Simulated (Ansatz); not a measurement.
Cl3FSW (`[F][W](=[S])([Cl])([Cl])[Cl]`), relaxed with RKS PBE-D4/def2-SVP in Ansatz from a rough embedded geometry. The force threshold is 0.03 eV/Å; the program also tests the step.

Charge 0, multiplicity 1. W: def2 effective core potential.

Start:

```xyz
6

F    -1.065   -0.950    1.259
W     0.007    0.156    0.138
S    -0.155    1.826   -1.494
Cl    1.680    1.319    1.333
Cl    1.797   -2.059   -0.490
Cl   -2.264   -0.292   -0.747
```

| step | energy (eV) | largest force (eV/Å) | largest move (Å) |
| --- | --- | --- | --- |
| 1 | -52910.4203 | 3.254 | 0.000 |
| 2 | -52912.2323 | 3.078 | 0.195 |
| 3 | -52913.1744 | 1.740 | 0.192 |
| 4 | -52913.6835 | 1.474 | 0.195 |
| 5 | -52913.9506 | 0.435 | 0.196 |
| 6 | -52914.0763 | 0.313 | 0.200 |
| 7 | -52914.1698 | 0.480 | 0.151 |
| 8 | -52914.3227 | 0.746 | 0.198 |
| 9 | -52914.4773 | 0.930 | 0.196 |
| 10 | -52914.6029 | 0.708 | 0.200 |
| 11 | -52914.6685 | 0.110 | 0.200 |
| 12 | -52914.6706 | 0.088 | 0.099 |
| 13 | -52914.6726 | 0.013 | 0.034 |

End:

```xyz
6

F    -1.189    0.453    1.447
W    -0.031    0.034    0.022
S    -0.056    1.763   -1.201
Cl    1.651    0.398    1.565
Cl    1.407   -1.374   -1.102
Cl   -1.781   -1.275   -0.731
```

It took 28 s on 4 threads of an Arm Neoverse V1 on a shared host, with 0.2 GiB of host memory at the peak.
